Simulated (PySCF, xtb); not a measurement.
Nb(NH)(Cl)2(OMe) (CH4Cl2NNbO), SMILES C[O][Nb](=[NH])([Cl])[Cl], multiplicity 1. One conformer was computed; it need not be the lowest.

Harmonic wavenumbers (cm⁻¹) from GFN2-xTB in xtb at its own minimum, in rising order: 28, 57, 79, 113, 137, 152, 221, 242, 316, 332, 435, 618, 634, 911, 1129, 1133, 1160, 1400, 1450, 1452, 2895, 2904, 2915, 3348.

Task: What does PBE-D3(BJ)/def2-SVP (PySCF) give at its own minimum? (The exact figures need the calculation; the answer reports its results.)

Result: 68, 93, 94, 98, 156, 182, 225, 286, 385, 419, 548, 573, 588, 983, 1119, 1125, 1142, 1404, 1408, 1410, 2942, 3038, 3045, 3541. Paired by order, the mean absolute difference is 53 cm⁻¹ and the zero-point energies are 34.4 and 35.6 kcal/mol.
